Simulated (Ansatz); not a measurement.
A run on `Cl[Se][Se]Cl` with other settings.

```yaml
crystal:
  periodic: [false, false, false]
  atoms:
    - {symbol: Cl, position_ang: [0.393259, 0.140340, 2.334853]}
    - {symbol: Se, position_ang: [-1.102778, -0.148010, 0.767158]}
    - {symbol: Se, position_ang: [-0.249327, 0.780426, -1.074856]}
    - {symbol: Cl, position_ang: [0.958846, -0.772766, -2.027155]}
basis:
  gaussian: {orbitals: ANO-RCC-VTZP}
hamiltonian: {xc: {name: B2PLYP}}
accuracy: high
output: {forces: true}
```

```sh
$ ansatz run in.yaml --threads 2 --pin off --events-out ev --progress --plain --max-ram 22528MiB --backend cpu
```

Output, abridged:

```
Functional definition: B2PLYP
2667 factors; integrals over basis functions are off by at most 4.4e-9 eV
mean field evaluation 1: about -157328.2742 eV, gradient 1.8e1 eV
mean field evaluation 2: about -157328.5472 eV, gradient 1.8e1 eV
mean field evaluation 4: about -157329.5883 eV, gradient 1.4e0 eV
mean field evaluation 8: about -157329.6083 eV, gradient 6.1e-2 eV
mean field evaluation 16: about -157329.6083 eV, gradient 1.1e-4 eV
mean field -157329.60830816 eV, -5781.7564634863 hartree, gradient 1.4e-8 eV, S^2 0.000000; 0 other end points of the search recorded, 0 dependent functions left out
28 core orbitals not correlated: weight in the atoms' cores, before any rotation towards them, 1.000 or more for the frozen orbitals, at most 0.000 for the correlated occupied ones
reference -157329.60833151 eV, -5781.7564643444 hartree; 23, 23 occupied and 103, 103 virtual orbitals, 2667 factors
second order -27.00770862 eV of doubles, -0.00000000 eV of singles
Total energy: -157336.90041284 eV, -5782.0244433904 hartree
Relativity: scalar
Atom 0 at     0.393259     0.140340     2.334853 Å, force     0.196914     0.034045     0.228366 eV/Å
Atom 1 at    -1.102778    -0.148010     0.767158 Å, force    -0.266324    -0.098407    -0.055648 eV/Å
Atom 2 at    -0.249327     0.780426    -1.074856 Å, force    -0.100380     0.269926    -0.027803 eV/Å
Atom 3 at     0.958846    -0.772766    -2.027155 Å, force     0.169790    -0.205563    -0.144915 eV/Å
Dipole moment:    -0.307342     0.143753    -0.069942 e Å
```

It took 3 min on 2 threads of an AMD EPYC 7R13 on a shared host, with 1.1 GiB of host memory at the peak.
